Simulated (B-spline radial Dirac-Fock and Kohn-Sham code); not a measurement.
**Widths and yields of inner-shell holes in Ir⁵⁺**

System: Ir⁵⁺ in the configuration [Xe] 4f14 5d4, inside a Watson sphere of charge -5 and radius 1.6 Å (a model of the Madelung potential; inside it an electron's potential energy is raised by 45.0 eV).

Input of the calculation (task.json; shells as n, l, electrons):

```json
{"items": [{
  "Z": 77,
  "q": 5,
  "cfg": [[1, 0, 2], [2, 0, 2], [2, 1, 6], [3, 0, 2], [3, 1, 6], [3, 2, 10], [4, 0, 2], [4, 1, 6], [4, 2, 10], [4, 3, 14], [5, 0, 2], [5, 1, 6], [5, 2, 4]],
  "A": 193,
  "rrms": 5.4032,
  "watson": [-5, 1.6],
  "do": ["binding", "quiet", "decay"],
  "holes": ["K", "L1", "L2", "L3", "M1", "M2", "M3", "M4", "M5", "N1", "N2", "N3", "N4", "N5", "N6", "N7"]
}]}
```

Command: `python xray_run.py task.json out`

These are calculated numbers from a B-spline atomic structure program; the model is a relativistic independent-particle model: LDA orbitals of the hole state, radiative multipoles to third order, Auger rates from the Coulomb interaction with a continuum orbital, Dirac-Fock energies.

Partial widths are in eV. Coster-Kronig decay leaves a hole in the same principal shell; its rates are the weakest part of the model, often 1.5 to 2.5 times too large and more for N holes. Holes without an open Auger channel, or with an unreliable SCF state, are not listed.

```
 hole  radiative   Auger  Coster-Kronig   total  fluorescence yield  lifetime (fs)
   1s       43.9    1.63              0    45.5               0.964         0.0145
   2s      0.997    1.96           6.97    9.93               0.100         0.0663
2p1/2       1.71    2.86          0.711    5.28               0.323          0.125
2p3/2       1.52    3.72              0    5.24               0.289          0.126
   3s     0.0376    1.12           16.5    17.7             0.00212         0.0372
3p1/2     0.0397    1.23           11.4    12.7             0.00313         0.0519
3p3/2     0.0419    1.53           8.17    9.74             0.00430         0.0676
3d3/2     0.0517    2.01         0.0587    2.12                   ?              ?
3d5/2     0.0488    2.10              0    2.15              0.0227          0.306
   4s    0.00136   0.139           12.4    12.5            0.000108         0.0526
4p1/2    0.00214   0.147           12.1    12.2            0.000175         0.0540
4p3/2    0.00135   0.161           8.79    8.95            0.000150         0.0735
4d3/2    0.00164   0.160           7.15    7.31            0.000225         0.0900
4d5/2    0.00143   0.186           6.69    6.88            0.000208         0.0957
4f5/2   3.01e-06  0.0561              0  0.0561            5.36e-05           11.7
4f7/2   2.80e-06  0.0556              0  0.0556            5.04e-05           11.8
```

Q: What are the fluorescence yield and the lifetime of the 3d3/2 hole?

A: The yield is the radiative width over the total, 0.0244, and the lifetime is ħ/Γ = 0.311 fs.
